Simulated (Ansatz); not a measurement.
Computed with Ansatz on PBE0-D4/def2-TZVP structures; ΔE is electronic, products minus reactants. CCSD(T)/CBS is the MP2 limit (def2-TZVPP, def2-QZVPP) plus CCSD(T) − MP2 in def2-TZVPP, frozen cores. Each species was taken in one conformer, which may not be the lowest.

Consider the formal exchange of groups at a B–H bond: `BC(B)[SiH3]` + `CC([SiH3])CO` → `BC([SiH3])B[SiH3]` + `CCCO`.

`BC(B)[SiH3]`:

Cartesian coordinates in Å:
```
B -0.231 1.434 -0.856
C 0.130 -0.046 -0.714
B -1.057 -0.948 -0.317
Si 0.880 -0.280 1.027
H 0.197 2.085 -1.766
H -0.966 1.950 -0.064
H 0.824 -0.466 -1.444
H -1.160 -2.055 -0.756
H -1.871 -0.544 0.464
H 0.538 0.835 1.939
H 2.348 -0.412 0.868
H 0.367 -1.553 1.619
```

`CC([SiH3])CO`:

Cartesian coordinates in Å:
```
C 0.128 -0.596 -1.420
C -0.363 0.146 -0.179
Si -1.117 -1.046 1.070
C 0.732 0.979 0.454
O 1.157 1.956 -0.479
H -0.681 -1.146 -1.906
H 0.910 -1.318 -1.162
H 0.548 0.103 -2.145
H -1.168 0.835 -0.470
H -1.654 -0.318 2.253
H -0.091 -2.017 1.543
H -2.225 -1.806 0.433
H 0.360 1.460 1.370
H 1.571 0.326 0.738
H 1.893 2.442 -0.101
```

`BC([SiH3])B[SiH3]`:

```xyz
15

B    -0.915    1.682    0.067
C     0.483    1.110    0.297
Si    0.385   -0.217    1.669
B     0.902   -0.014   -0.682
Si   -0.369   -1.340   -1.535
H    -1.116    2.860    0.129
H    -1.825    0.951   -0.203
H     1.274    1.809    0.574
H     1.175   -1.414    1.238
H    -1.003   -0.646    1.948
H     1.039    0.343    2.875
H     2.059   -0.091   -0.988
H    -0.869   -0.740   -2.807
H     0.335   -2.607   -1.878
H    -1.555   -1.687   -0.704
```

`CCCO`:

Z-matrix (Å, degrees):
```
C
C 1 1.519
H 1 1.094 2 111.3
H 1 1.092 2 111.4 3 120.2
H 1 1.093 2 111.1 3 -119.8
C 2 1.516 1 112.3 3 59.4
H 2 1.097 1 109.7 3 -61.9
H 2 1.094 1 110.5 3 -179.1
O 6 1.412 2 113.3 1 177.5
H 6 1.101 2 109.8 1 -57.8
H 6 1.094 2 109.9 1 59.5
H 9 0.961 6 108.2 2 59.3
```

```tsv
species	CCSD(T)/CBS(def2) energy (Eh)
`BC(B)[SiH3]`	-381.50288
`CC([SiH3])CO`	-484.41927
`BC([SiH3])B[SiH3]`	-671.77708
`CCCO`	-194.14342
```

Task: Work out ΔE.

Result: ΔE = (-671.77708) + (-194.14342) − (-381.50288) − (-484.41927) = 0.00165 Eh = +4.3 kJ/mol.

Largest T1 diagnostic among the species: 0.013.
